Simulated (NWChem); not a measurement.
# Extrapolating the UMP2 correlation energy of CF

```
C
F 1 1.2719
```
Charge 0, spin multiplicity 2.

Program: NWChem. Structure: optimised with UB3LYP/def2-SVP, a minimum by its harmonic frequencies.

The correlated methods keep 2 core orbitals frozen. This spin state was chosen for the runs; another may lie lower. The structure started from a generated list of species. The unpaired electrons of the parent sit in orbitals of symmetry b2 (C2v labels of the run); other states weren't searched. No SCF solution was tested for a lower state. Open-shell Hartree-Fock references start from PBE0 orbitals; any time given for them includes that run.

Worked example. The UMP2 correlation energy is -352.21 mHa in cc-pVTZ and -382.65 mHa in cc-pVQZ. The form E(X) = E∞ + A/X³ turns the pair into an estimate of the basis-set limit.

E∞ = (4³·(-382.65) − 3³·(-352.21))/(4³ − 3³) = -404.9 mHa. The larger basis holds 95 % of that, at about 5 times the processor time of the smaller one. This is a two-point estimate.
